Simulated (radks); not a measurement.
Task: Species: Sr III. Configuration: [Ar] 3d9 4s2 4p6 5s1 (not the ground configuration). All-electron calculation, Dirac Kohn-Sham, PBE, spin-unpolarised, spherical densities, point nucleus; open shells fill j = l - 1/2 first. Program: a radial shooting solver on a logarithmic mesh with Libxc functionals.

Spin-orbit splittings of the eigenvalues, e(l+1/2) - e(l-1/2), with zeta = 2 splitting/(2l+1) and mean radii in bohr:

| shell | occ. | splitting (eV) | zeta (eV) | <r> j=l-1/2 | <r> j=l+1/2 |
|---|---|---|---|---|---|
| 2p | 6 | 68.39 | 45.59 | 0.1475 | 0.1516 |
| 3p | 6 | 10.75 | 7.167 | 0.4859 | 0.4959 |
| 3d | 9 | ? | ? | 0.4840 | 0.4874 |
| 4p | 6 | 1.389 | 0.9259 | 1.435 | 1.463 |

Estimate the 3d splitting.

Result: 1.914 eV (zeta = 0.7657 eV).
